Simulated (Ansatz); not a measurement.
Cd₃Te₄. Total charge 0; quintet. Geometry PBE-D4/def2-SVP.

```csv
atom,x (Å),y (Å),z (Å)
Cd1,-0.280,-1.435,-1.621
Cd2,1.718,-0.236,1.268
Cd3,-1.486,0.056,1.563
Te4,0.284,-0.377,3.532
Te5,-0.095,1.567,-2.647
Te6,-2.637,0.431,-0.818
Te7,2.496,-0.006,-1.275
```

In the def2 sets Cd, Te take a core potential; there is no spin–orbit coupling. At PBE0-D4/def2-TZVP a singlet of charge 0 lies 2.05 eV below the quintet, each at its own geometry. The structure comes from a short search, and lower isomers may exist.

(1) Estimate the α-spin orbital energies around the gap (eV) in Ansatz with HF/def2-TZVP, PBE-D4/def2-TZVP, BLYP-D4/def2-TZVP, r2SCAN-D4/def2-TZVP, PBE0-D4/def2-TZVP.

Results:

(1) 
| orbital | HF/def2-TZVP | PBE-D4/def2-TZVP | BLYP-D4/def2-TZVP | r2SCAN-D4/def2-TZVP | PBE0-D4/def2-TZVP |
| --- | --- | --- | --- | --- | --- |
| HOMO−5 | -9.27 | -6.26 | -6.02 | -6.59 | -7.26 |
| HOMO−4 | -9.25 | -6.19 | -5.91 | -6.52 | -7.23 |
| HOMO−3 | -8.54 | -5.68 | -5.50 | -5.88 | -6.54 |
| HOMO−2 | -8.21 | -4.96 | -4.72 | -5.29 | -5.96 |
| HOMO−1 | -7.89 | -4.68 | -4.42 | -5.00 | -5.66 |
| HOMO | -6.98 | -4.53 | -4.36 | -4.82 | -5.28 |
| LUMO | 0.26 | -2.87 | -2.78 | -2.70 | -2.17 |
| LUMO+1 | 0.55 | -2.56 | -2.44 | -2.48 | -1.98 |
| LUMO+2 | 1.08 | -2.53 | -2.35 | -2.40 | -1.78 |
| LUMO+3 | 1.09 | -1.94 | -1.79 | -1.80 | -1.33 |
| LUMO+4 | 1.87 | -1.12 | -1.02 | -0.91 | -0.47 |
| LUMO+5 | 2.25 | -0.70 | -0.50 | -0.43 | -0.11 |
| β HOMO | -8.01 | -5.64 | -5.47 | -5.83 | -6.46 |
| β LUMO | -1.03 | -5.03 | -4.94 | -4.89 | -4.36 |
